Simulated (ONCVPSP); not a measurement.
## What one change does to a pseudopotential (lithium (Li), ONCV)

- Element: lithium
- Generator: ONCVPSP 4.0.1
- Type: optimised norm-conserving Vanderbilt (ONCV)
- Functional: LDA (Perdew-Wang 92)
- Relativity: scalar-relativistic
- Frozen core: [He]
- Valence charge: 1
- Reference configuration: 2p1
- Partial waves: s scattering state at 0.05 Ha: rc 3.25 bohr, ncon 4, nbas 9, qcut 2.5 1/bohr, 3 projectors, debl 1.5 Ha; 2p: rc 4.00 bohr, ncon 4, nbas 8, qcut 2.1 1/bohr, 2 projectors, debl 1 Ha; d scattering state at 0.22 Ha: rc 3.55 bohr, ncon 5, nbas 9, qcut 2.9 1/bohr, 2 projectors, debl 2.8 Ha
- Local potential: polynomial inside 3.20 bohr (lpopt 3, dvloc0 0 Ha)
- Core correction: Teter function, fcfact 4.75, rcfact 1.2

Change: reference 2s1; waves 2s: rc 3.25 bohr, ncon 4, nbas 9, qcut 2.5 1/bohr, 3 projectors, debl 1.5 Ha; p scattering state at 0.44 Ha: rc 4.00 bohr, ncon 4, nbas 8, qcut 2.1 1/bohr, 2 projectors, debl 1 Ha. In the p channel the program set the typed energies aside and used 0.050, 1.050 Ha.

Cutoffs: the cutoffs (Ha) at which the residual kinetic energy of the hardest occupied pseudo-wave falls to 1 and 0.1 mHa per electron; they do not see the model core or the augmentation charge, which bear on the density cutoff. Errors are all-electron minus pseudo energies relative to the spin-unpolarised reference configuration.

**Question.** What does the change do?

**Answer.** The potential gets neither clearly harder nor softer (1.6 Ha and 2.9 Ha → 1.6 Ha and 2.5 Ha); the range in which the s phases agree narrows (upper end at the end of the scan → 3.4); neither file shows a bound ghost.

```tsv
quantity	base	changed
cutoff, loose	1.6 Ha	1.6 Ha
cutoff, tight	2.9 Ha	2.5 Ha
bound ghosts	none	none
GHOST(+) flags under 300 eV	none	none
largest error over its own tests, meV	-10.0	-12
s: phases at 3.30 bohr within 0.05 rad from the reference energy up to (Ha; the scan ends near 5)	to the end of the scan	3.4
p: phases at 4.07 bohr within 0.05 rad from the reference energy up to (Ha; the scan ends near 5)	0.4	0.4
d: phases at 3.61 bohr within 0.05 rad from the reference energy up to (Ha; the scan ends near 5)	1.4	1.4
rms error of d²Exc/dni dnj with the model core, mHa	1.61	1.15
```

Base: The cutoffs count occupied waves only; projector 2 of the d channel, the hardest unoccupied one, needs 22 Ha at the loose tolerance. Changed file: The cutoffs count occupied waves only; projector 2 of the d channel, the hardest unoccupied one, needs 20 Ha at the loose tolerance.
